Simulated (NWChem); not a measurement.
## Total energies of GaO

SMILES: [O]=[Ga]
```xyz
2

Ga     0.0000     0.0000     0.3512
O      0.0000     0.0000    -1.3608
```
Charge 0, spin multiplicity 2.

Program: NWChem. All single points use one geometry, from UPBE/def2-SVP, a minimum by its harmonic frequencies.

Basis set: 3-21G (31 functions).

```
method                         total energy (Ha)
-----------------------------  -----------------
UHF                                  -1988.25126
UMP2                                 -1988.38099
UB2PLYP                              -1989.67980
UPBE                                 -1989.78613
UB3LYP                               -1990.20672
ULC-wPBE (omega 0.3 per bohr)        -1989.80929
```

Total energies of different functionals aren't comparable as a measure of quality: only differences taken within one method are. 

The Hamiltonian is non-relativistic. The correlated methods keep 10 core orbitals frozen. B3LYP has NWChem's definition, with VWN1-RPA local correlation. The structure started from a generated list of species. The unpaired electrons of the parent sit in orbitals of symmetry a1 (C2v labels of the run); other states weren't searched. No SCF solution was tested for a lower state. Open-shell Hartree-Fock references start from PBE0 orbitals.
